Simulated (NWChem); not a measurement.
System: CH9NSi2; SMILES C[SiH2]N[SiH3]

The following NWChem deck was run.

```
start job
memory heap 200 mb stack 900 mb global 1100 mb
geometry units angstroms noautosym nocenter noautoz
  C      0.581320     2.458232    -0.259016
  Si    -0.555419     1.053062     0.243517
  N      0.324052    -0.425121     0.546345
  Si     0.119723    -2.005925    -0.149922
  H      1.135259     2.208462    -1.176907
  H      0.001681     3.377170    -0.442196
  H      1.314475     2.679302     0.533064
  H     -1.321674     1.484481     1.458848
  H     -1.529829     0.745648    -0.846405
  H      1.015431    -0.370692     1.291336
  H      1.426870    -2.558245    -0.628460
  H     -0.815471    -1.876370    -1.304943
  H     -0.443786    -3.005014     0.814702
end
basis spherical
  * library 6-31g*
end
dft
  xc m06-2x
  iterations 150
end
cosmo
  do_cosmo_smd true
  solvent water
end
task dft energy
```

All runs use the structure optimised with PBE0/def2-SVP. Not confirmed as a minimum by frequencies. Solvent: water.

Level: M06-2X/6-31G* with SMD (1 M gas to 1 M solution), gas-phase geometry. Reactions with the solvent are ignored.

Question: What results follow from this input? (M06-2X/6-31G* (spherical d), SMD on the gas-phase geometry.) Quantities: solvation free energy (kcal/mol); cavity-dispersion-structure term (kcal/mol); dipole in solution (D).

Answer: 
```json
{
  "solvation free energy (kcal/mol)": "1.7",
  "cavity-dispersion-structure term (kcal/mol)": "4.6",
  "dipole in solution (D)": "1.72"
}
```
